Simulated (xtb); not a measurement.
Si(H)(F)(Br)(OH) (BrFH2OSi), SMILES O[SiH](F)Br. All values are semi-empirical tight-binding results from xtb (GFN2-xTB unless named), good for trends rather than for accurate numbers. Geometry optimised at GFN2-xTB. Other conformers were not sampled.

Optimised geometry:

```xyz
6

Si    -0.4181     0.3148     0.8679
O     -1.8066    -0.4738     0.9765
F     -0.6913     1.8334     0.4481
Br     0.8221    -0.4802    -0.7552
H      0.2164     0.2435     2.1497
H     -2.4606    -0.5540     0.2865
```
Charge 0, spin multiplicity 1.

| Item | Value |
|---|---|
| orbital gap | 6.72 eV |
| zero-point energy | 16.2 kcal/mol |
| G − E(el) at 298.15 K (modified RRHO) | -2.9 kcal/mol |
| static polarisability (D4 model) | 60.6 bohr³ |
| solvation energy, GFN2-xTB/ALPB(water) | -3.9 kcal/mol |
| solvation energy, GFN2-xTB/ALPB(octanol) | -5.1 kcal/mol |

Computed atomic charges and the Wiberg bond orders between heavy atoms:
charges (e) Si1 0.62, O2 -0.46, F3 -0.27, Br4 -0.18, H5 -0.04, H6 0.33. Bond orders Si1–O2 1.22, Si1–F3 1.08, Si1–Br4 1.09.
